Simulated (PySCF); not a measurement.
CH₈OSi₂.

```xyz
12

Si     1.7824     0.6339     0.8038
O      0.2523     0.1949     0.3539
Si    -0.6891    -0.4949    -0.8307
C     -2.4675    -0.4676    -0.2748
H      2.6760    -0.5633     0.8639
H      2.3562     1.6112    -0.1713
H      1.7153     1.2656     2.1519
H     -0.5208     0.2745    -2.1035
H     -0.2307    -1.8997    -1.0678
H     -3.1179    -0.9208    -1.0395
H     -2.5916    -1.0320     0.6619
H     -2.8062     0.5652    -0.1020
```

Geometry optimised at PBE0-D3(BJ)/def2-SVP. Other conformers were not sampled.

The numbers are results of KT2/pcSseg-1 (PySCF), not measurements. Non-relativistic, no solvent.

Question: Give the absolute GIAO shielding of each atom: isotropic value and principal components (ppm). (Estimate from the structure and the level; the computed values follow.)

Answer: 
| atom | σ(iso) | σ11 | σ22 | σ33 | span |
|---|---|---|---|---|---|
| Si1 | 396.8 | 348.8 | 355.9 | 485.9 | 137.1 |
| O2 | 315.7 | 245.8 | 345.6 | 355.7 | 109.9 |
| Si3 | 372.2 | 308.2 | 370.3 | 438.2 | 130.0 |
| C4 | 183.8 | 169.9 | 187.5 | 194.0 | 24.1 |
| H5 | 26.0 | 22.9 | 24.3 | 30.7 | 7.8 |
| H6 | 26.0 | 22.9 | 24.3 | 30.7 | 7.8 |
| H7 | 26.1 | 22.9 | 24.4 | 30.9 | 8.0 |
| H8 | 26.0 | 22.4 | 25.0 | 30.4 | 8.0 |
| H9 | 26.0 | 22.4 | 25.0 | 30.4 | 8.0 |
| H10 | 31.3 | 27.7 | 27.7 | 38.5 | 10.8 |
| H11 | 30.6 | 26.8 | 28.4 | 36.6 | 9.8 |
| H12 | 30.6 | 26.8 | 28.4 | 36.6 | 9.8 |
